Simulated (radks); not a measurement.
Problem. The arsenic ion As+ is in [Ar] 3d10 4s2 4p(1/2: 2, 3/2: 0). Calculated with a radial shooting solver on a logarithmic mesh with Libxc functionals: Dirac Kohn-Sham, relativistic LDA (MacDonald-Vosko exchange, VWN5 correlation), spin-unpolarised, spherical densities, finite nucleus; Fermi nuclear charge, rms radius of each element as measured or else 0.836 A^(1/3) + 0.57 fm. Sub-shells are occupied by j as written (lower j first in brackets). One electron is removed from 3d5/2, 4s1/2, 3d3/2, 4p1/2 in turn, with full relaxation. Which removal costs least, and what does each cost?

Solution. 4p1/2 18.344 eV; 4s1/2 28.908 eV; 3d5/2 61.598 eV; 3d3/2 62.375 eV. The 4p1/2 electron leaves first.
